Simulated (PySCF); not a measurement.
## Group charges in `C[C@@H]([S-])[C@@H](C)C1CCC1`

C₈H₁₅S (charge -1).
Numbering: `[CH3:1][C@@H:2]([S-:3])[C@@H:4]([CH3:5])[CH:6]1[CH2:7][CH2:8][CH2:9]1` (hydrogens: H10, H11, H12 on C1; H13 on C2; H14 on C4; H15, H16, H17 on C5; H18 on C6; H19, H20 on C7; H21, H22 on C8; H23, H24 on C9)

Geometry (GFN2-xTB, Å), atoms numbered from 1 in this order:
```
atom  x, y, z in Å
C1    -2.0652    0.2289   -1.6790
C2    -1.8420   -0.5583   -0.3897
S3    -1.5860   -2.3146   -0.7538
C4    -0.6897    0.0220    0.4621
C5    -0.7440   -0.6325    1.8419
C6     0.6664   -0.2467   -0.1784
C7     1.1544    0.6655   -1.3207
C8     2.5390    0.7143   -0.6644
C9     1.9301    0.1351    0.6177
H10   -1.2321    0.0784   -2.3608
H11   -2.1785    1.3005   -1.4804
H12   -2.9681   -0.1326   -2.1702
H13   -2.7631   -0.4782    0.2142
H14   -0.8364    1.1103    0.5689
H15    0.1100   -0.3581    2.4599
H16   -0.7520   -1.7119    1.6987
H17   -1.6573   -0.3470    2.3637
H18    0.6680   -1.2992   -0.4778
H19    0.6568    1.6359   -1.3202
H20    1.1173    0.2476   -2.3253
H21    3.0053    1.6984   -0.5814
H22    3.2454    0.0312   -1.1354
H23    2.4775   -0.6790    1.0919
H24    1.7324    0.9099    1.3597
```

Atomic charges (e) from the PBE0/pcSseg-1 density (PySCF):

```tsv
atom	Mulliken	IAO	Hirshfeld	ESP-fitted
C1	-0.1624	-0.4098	-0.1490	-0.4598
C2	-0.3072	-0.1605	-0.0534	-0.1615
S3	-0.6267	-0.7529	-0.5594	-0.7981
C4	-0.2360	-0.0965	-0.0339	-0.0057
C5	-0.1711	-0.4192	-0.1405	-0.4316
C6	-0.2479	-0.1117	-0.0317	+0.5668
C7	-0.1465	-0.2630	-0.0788	-0.1725
C8	-0.2163	-0.2651	-0.0851	-0.2766
C9	-0.1450	-0.2684	-0.0830	-0.1306
H10	+0.0952	+0.1271	+0.0154	+0.1019
H11	+0.0394	+0.0872	+0.0009	+0.0690
H12	+0.0859	+0.1291	+0.0137	+0.1383
H13	+0.0861	+0.0992	+0.0002	+0.1584
H14	+0.0456	+0.0826	+0.0058	+0.0151
H15	+0.0712	+0.1045	+0.0135	+0.0536
H16	+0.1029	+0.1564	+0.0102	+0.0934
H17	+0.0721	+0.1139	+0.0182	+0.0984
H18	+0.1072	+0.1547	+0.0057	-0.0858
H19	+0.0827	+0.1145	+0.0226	+0.0301
H20	+0.1114	+0.1228	+0.0258	+0.0438
H21	+0.0818	+0.1081	+0.0154	+0.0588
H22	+0.0949	+0.1203	+0.0252	+0.0716
H23	+0.0988	+0.1156	+0.0214	+0.0117
H24	+0.0842	+0.1111	+0.0205	+0.0111
```

Q: Cut each of the bonds C1–C2, C2–C4, C5–C4 and C6–C4 in turn and sum the charges on the side of the atom named first.

A: In e; the other side holds the total charge, -1, less this:

```csv
bond cut,piece,atoms,Mulliken,IAO,Hirshfeld,ESP-fitted
C1–C2,CH3,4,+0.058,-0.066,-0.119,-0.151
C2–C4,C2H4S,7,-0.790,-0.881,-0.732,-0.952
C5–C4,CH3,4,+0.075,-0.044,-0.099,-0.186
C6–C4,C4H7,11,-0.095,-0.061,-0.142,+0.128
```

Extremes among these pieces. Mulliken: lowest C2H4S at C2, highest CH3 at C5; IAO: lowest C2H4S at C2, highest CH3 at C5; Hirshfeld: lowest C2H4S at C2, highest CH3 at C5; ESP-fitted: lowest C2H4S at C2, highest C4H7 at C6.

Q: Do the schemes agree better on the pieces than on the single atoms at the cuts?

A: The spread between schemes averages 0.240 e for the pieces and 0.418 e for the atoms named first; it is smaller for the piece at 4 of the 4 cuts. On average they agree better on the pieces. The sign differs between schemes (beyond ±0.03 e) for CH3 at C1, CH3 at C5 and C4H7 at C6.

Isolated species at its GFN2-xTB geometry (one conformer only). The pcSseg-1 basis has no diffuse functions, a weakness for an anion. The HOMO energy is positive at this level (+0.17 eV), so the outermost electrons may be held by the finite basis alone.

These values come from a run that also computed NMR shieldings. Time: 53 s. Hardware: Arm Neoverse V2, one thread, no GPU, shared host.
